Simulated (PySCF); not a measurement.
Working out the excitation energy of Ne⁺

Ne⁺ [He] 2s2 2p5 (2P) → Ne⁺ [He] 2s1 2p6 (2S). Calculation: PySCF 2.14, in dyall-av2z (11s7p2d, 42 functions); the non-relativistic Hamiltonian (point nucleus). Frozen: 1s2; the 8 highest virtual orbitals dropped. Energies in hartree (1 hartree = 27.21139 eV):

| part | Ne⁺ (lower) | Ne⁺ (upper) |
| --- | --- | --- |
| UHF | -127.817221 | -126.732855 |
| CCSD correlation | -0.182427 | -0.276387 |
| (T) | -0.001993 | -0.006665 |

Q: What does Hartree-Fock give?

A: (-126.732855) − (-127.817221) = 1.084366 hartree = 29.507 eV.

Q: What do CCSD and CCSD(T) give?

A: The CCSD correlation energies differ by -0.093960 hartree = -2.557 eV and the triples by -0.004672 hartree = -0.127 eV, so CCSD gives 26.950 eV and CCSD(T) 26.823 eV.

Measured between the centres of the two terms (NIST): 26.878 eV, so CCSD(T) (valence) is off by -0.055 eV.

A double-zeta basis recovers only part of the correlation energy.

What remains against the reference includes basis incompleteness, the frozen core and higher excitations.
